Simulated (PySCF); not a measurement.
A PySCF script (with the pyscf-properties extension) for the NMR shieldings of `c1coc([SiH]2CCCC2)c1`, C8H12OSi, on a GFN2-xTB geometry:

```python
import basis_set_exchange as bse
import numpy as np
from pyscf import gto, dft
from pyscf.prop import nmr

atoms = """
C     3.525056    0.535069    0.501285
C     3.497881    0.857016   -0.821256
O     2.309658    0.552971   -1.358977
C     1.536387    0.023853   -0.380060
Si   -0.196214   -0.496272   -0.867138
C    -1.083539   -1.476594    0.505160
C    -2.467235   -0.830308    0.585373
C    -2.292887    0.676715    0.423258
C    -1.470355    0.927674   -0.844019
C     2.252687   -0.006395    0.786872
H     4.343198    0.666153    1.179852
H     4.235324    1.293360   -1.466504
H    -0.141811   -1.192173   -2.159781
H    -1.165329   -2.543853    0.312791
H    -0.572263   -1.364397    1.461299
H    -2.969170   -1.068543    1.525608
H    -3.088562   -1.205665   -0.230456
H    -3.260227    1.181299    0.378370
H    -1.752352    1.064364    1.289601
H    -2.119491    0.868975   -1.718095
H    -1.039750    1.927509   -0.836990
H     1.908585   -0.371371    1.732956
"""
names = dict.fromkeys(["C", "O", "Si", "H"], "pcSseg-1")
basis = {el: gto.basis.parse(bse.get_basis(n, elements=[el], fmt="nwchem")) for el, n in names.items()}
mol = gto.M(atom=atoms, basis=basis, charge=0, verbose=0)
mf = dft.RKS(mol, xc="PBE0")
mf.grids.level = 2
mf.grids.alignment = dft.numint.BLKSIZE   # the property module wants whole blocks of grid points
mf.conv_tol = 1e-9
mf.kernel()

calc = nmr.RKS(mf)   # GIAO
C = mf.mo_coeff
Co = C[:, mf.mo_occ > 0]
resp = mf.gen_response(singlet=True, hermi=2)
def vind(x):   # induced exchange potential for any number of trial vectors
    d = np.einsum("pi,xij,qj->xpq", C, 2 * x.reshape(-1, C.shape[1], Co.shape[1]), Co, optimize=True)
    return np.einsum("xpq,pi,qj->xij", resp(d - d.transpose(0, 2, 1)), C, Co, optimize=True).ravel()
mo1, _ = nmr.rhf.solve_mo1(calc, with_cphf=vind)
sigma = calc.kernel(mo1)
for i, s in enumerate(sigma):   # ppm
    print("%2d %-2s %9.2f" % (i, mol.atom_pure_symbol(i), np.trace(s) / 3))
```

Question: What does it print?

Answer: 
```
 0 C      70.47
 1 C      33.44
 2 O      13.70
 3 C      27.87
 4 Si    368.82
 5 C     175.02
 6 C     155.43
 7 C     155.58
 8 C     172.05
 9 C      59.39
10 H      25.02
11 H      23.87
12 H      26.72
13 H      30.49
14 H      30.87
15 H      29.54
16 H      30.58
17 H      29.61
18 H      30.48
19 H      30.98
20 H      30.74
21 H      24.71
```

These numbers come from an equivalent density-fitted implementation of the same equations, which agrees with the script to about 0.01 ppm for H and up to a few tenths of a ppm for heavy atoms, so last digits may differ.

Question: Turn these shieldings into chemical shifts. Shifts are taken against calculated references (same method and geometry level): TMS for ¹³C (σ = 186.93 ppm), ²⁹Si (σ = 349.16 ppm), ¹H (σ = 31.72 ppm); ¹⁷O (σ = 336.08 ppm) vs H2O.

Answer: Averaging equivalent atoms: C 3: 159.1; C 1: 153.5; C 9: 127.5; C 0: 116.5; C 6/7: 31.4; C 5/8: 13.4; O 2: 322.4; Si 4: -19.7; H 11: 7.84; H 21: 7.00; H 10: 6.70; H 12: 4.99; H 15/18: 1.71; H 16/17: 1.62; H 13/19: 0.98; H 14/20: 0.91 ppm. Unscaled 17O shifts of doubly bonded oxygen tend to come out too high, by tens of ppm or more. Experimental scales use liquid or dissolved standards, which lie at an offset from isolated H2O (liquid H2O: subtract about 36 ppm).

Size and cost of the density-fitted run: 237 basis functions, 38 s wall time on 1 thread of an x86-64 server CPU, shared host.
